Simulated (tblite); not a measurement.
Compound: C7H7FS (charge -1 and doublet state).
SMILES with atom numbers: `[CH3:1][C:2]#[C:3][CH2:4][CH2:5]/[C:6]([F:7])=[C:8]\[S-:9]` (hydrogens: H10, H11, H12 on C1; H13, H14 on C4; H15, H16 on C5)

Geometry (GFN2-xTB, Å), atoms numbered from 1 in this order:
```xyz
16
C7H7FS angstrom
C      3.512    0.146   -0.310
C      2.155    0.154    0.203
C      1.039    0.169    0.644
C     -0.328    0.145    1.116
C     -1.292   -0.410    0.048
C     -2.706   -0.467    0.569
F     -2.830   -1.546    1.493
C     -3.752    0.287    0.349
S     -4.128    1.602   -0.572
H      3.958   -0.842   -0.182
H      3.515    0.395   -1.373
H      4.124    0.877    0.221
H     -0.643    1.158    1.384
H     -0.390   -0.482    2.012
H     -0.963   -1.414   -0.246
H     -1.279    0.236   -0.832
```

Calculated harmonic vibrations of the isolated species, GFN2-xTB (tblite), most abundant isotopes, no scaling. Errors from tens to a few hundred cm⁻¹ against measured bands are possible. One conformer, not necessarily the lowest. Open shells enter through the occupations alone, without spin polarisation, and single modes of such species can be off by tens of per cent. The optimisation stopped once no atom felt more than 0.01 eV/Å.

Lowest wavenumbers of the output (negative numbers stand for imaginary wavenumbers):
```
mode    cm-1
  1     -37.3
  2      32.4
  3      42.8
  4      77.3
  5     131.0
  6     171.3
  7     223.7
  8     250.6
```

Task: Is this structure a minimum?

Result: Not by this Hessian. 1 mode is imaginary beyond 20i (37i cm⁻¹), so at this level the point lies at or near a first-order saddle. The curvature is small, so loose convergence or finite differences may be the whole cause.

Task: Which atoms move in the imaginary mode?

Result: 37i: H10 (hydrogen on carbon) 33 %, H12 (hydrogen on carbon) 33 %, H11 (hydrogen on carbon) 32 %. These are shares of the mass-weighted motion.

Task: What is the remedy?

Result: Step along that mode in both directions, optimise again with tighter thresholds and repeat the frequencies. The zero-point energy of this point (71.1 kcal/mol) counts the 41 real modes alone, and thermal corrections from it aren't those of a minimum.
